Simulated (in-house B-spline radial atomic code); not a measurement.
# Ionising the erbium ion Er⁺ with different functionals

Computed with a radial B-spline atomic code at the basis-set limit: four-component Dirac-Coulomb Hamiltonian, Fermi nucleus of rms radius 5.2516 fm, spin-restricted, spherical fractional occupations for the functionals. The ionisation energy is the difference of two self-consistent energies, [Xe] 4f12 6s1 → [Xe] 4f12, without Breit or QED terms; ε is the level of the shell that loses the electron (mean over j).

Hybrids are left out here: with spherical fractional occupations of an open shell their exact exchange keeps a self-interaction that integer-occupation calculations don't have.

| method | rung | ΔSCF (eV) | -ε(6s) (eV) |
| --- | --- | --- | --- |
| LDA VWN5 | LDA | 12.16 | 9.33 |
| relativistic LDA | LDA | ? | ? |
| LDA PW92 | LDA | 12.16 | 9.33 |
| LDA exchange-only | LDA | 11.27 | 8.43 |
| PBE | GGA | 11.95 | 9.06 |
| PBEsol | GGA | 11.84 | 9.05 |
| BLYP | GGA | 12.10 | 9.11 |
| RPBE | GGA | 11.90 | 8.91 |
| PW91 | GGA | 11.99 | 9.08 |
| BP86 | GGA | 11.97 | 9.25 |
| AM05 | GGA | ? | ? |
| OLYP | GGA | 11.82 | 8.66 |

Question: What does relativistic LDA give?

Answer: ΔSCF 12.13 eV, and -ε(6s) = 9.31 eV.

Question: What does AM05 give?

Answer: ΔSCF 11.81 eV, and -ε(6s) = 9.00 eV.

Question: How do they compare with the NIST value?

Answer: NIST lists 11.92 eV ± 0.02 (semi-empirical, ground level to ground level). Errors run from -0.64 to +0.25 eV; RPBE is closest (-0.02 eV), but part of that can be cancellation, since the calculations leave out Breit-QED terms, spin polarisation, the choice among j levels, multiplet and fine-structure energies.
